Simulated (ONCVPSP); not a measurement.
**nickel: excitation energies, all-electron against ONCV**

ONCVPSP 4.0.1 input, shortened (lines: element, Z, core and valence counts, functional; n l f; lmax; l rc ep ncon nbas qcut; lloc lpopt rc5 dvloc0; l nproj debl; icmod fcfact rcfact), Wu-Cohen, fully relativistic:

```
  Ni 28.00    3    4  -118130      upf
    1    0    2.00
    2    0    2.00
    2    1    6.00
    3    0    2.00
    3    1    6.00
    3    2    8.00
    4    0    1.00
    2
    0    1.25    0.00    3    7   11.50
    1    1.10    0.00    4    8   10.10
    2    1.50    0.00    5    9   11.20
    4    5    1.00   -1.00
    0    2    1.30
    1    1    2.50
    2    2    1.50
    3    5.75    1.15
```

Open shells are filled in proportion to 2j + 1.

Energies are relative to the spin-unpolarised reference configuration 3s2 3p6 3d8 4s1; without spin polarisation the order of configurations can differ from experiment.

```tsv
valence configuration	charge	ΔE all-electron (eV)	error AE − PS (meV)
3s2 3p6 3d8 4s2	0	-9.357	+1.2
3s2 3p6 3d8 4s0	+2	17.250	+3.0
3s2 3p6 3d7 4s0	+3	54.724	+28
3s2 3p6 3d9 4s0	+1	-3.105	+24
```
